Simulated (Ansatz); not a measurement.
`C[Si](C)(F)C#N`. Charge 0, multiplicity 1.

```csv
atom,x (Å),y (Å),z (Å)
C1,0.0707,1.6063,0.4425
Si2,-0.4189,-0.1588,0.2201
C3,0.9757,-1.3521,0.0314
F4,-1.3525,-0.6129,1.4330
C5,-1.4893,-0.2753,-1.2972
N6,-2.1114,-0.3311,-2.2648
H7,0.6889,1.7241,1.3360
H8,-0.8104,2.2430,0.5460
H9,0.6442,1.9558,-0.4196
H10,0.6008,-2.3697,-0.0959
H11,1.6225,-1.3299,0.9120
H12,1.5796,-1.0995,-0.8437
```

(1) List the harmonic frequencies (cm⁻¹, unscaled) at PBE0-D4/def2-TZVP in Ansatz. (An estimate is asked.)

(2) Is this a minimum?

(3) Give the ideal-gas thermochemistry at 298.15 K and 1 bar (rigid rotor, harmonic oscillator; point group Cs, symmetry number 1).

## Answers

(1) Computed: 123, 128, 141, 159, 201, 250, 251, 384, 387, 553, 685, 705, 752, 800, 827, 860, 933, 1285, 1289, 1437, 1437, 1445, 1452, 2336, 3055, 3055, 3139, 3141, 3147, 3147.

(2) Yes, all 30 modes are real.

(3) Zero-point energy 224.3 kJ/mol; H(298) − E = 249.1 kJ/mol; entropy 370.5 J/(mol·K), of which translation 166.7, rotation 115.1, vibration 88.7; G(298) − E = 138.6 kJ/mol.
